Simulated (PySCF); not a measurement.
NbO2Cl, SMILES [O]=[Nb]([Cl])=[O], multiplicity 1. Heavy atoms are numbered as in [Nb:1](=[O:2])(=[O:3])[Cl:4].

Geometry optimised at PBE-D3(BJ)/def2-SVP. The multiplicity is an assumed one; other spin states were not compared. The def2 effective core potentials stand for the cores of Nb; spin–orbit coupling is left out.

All values below come from PySCF with ωB97X/def2-TZVPD.

Mulliken values depend strongly on the basis, most of all with diffuse functions as here. ESP charges are fitted to the potential on shells at 1.4 to 2.0 van der Waals radii. Atomic charges (e), one atom of each kind:

```json
[
 {"atom": "Nb1", "Mulliken": "1.89", "ESP fit": "…"},
 {"atom": "O2", "Mulliken": "-0.68", "ESP fit": "…"},
 {"atom": "Cl4", "Mulliken": "-0.53", "ESP fit": "…"}
]
```

Problem. Some entries are withheld; supply them. (The exact figures need the calculation; the answer reports its results.)

Solution. 
- Nb1, ESP fit: 1.68
- O2, ESP fit: -0.63
- Cl4, ESP fit: -0.43
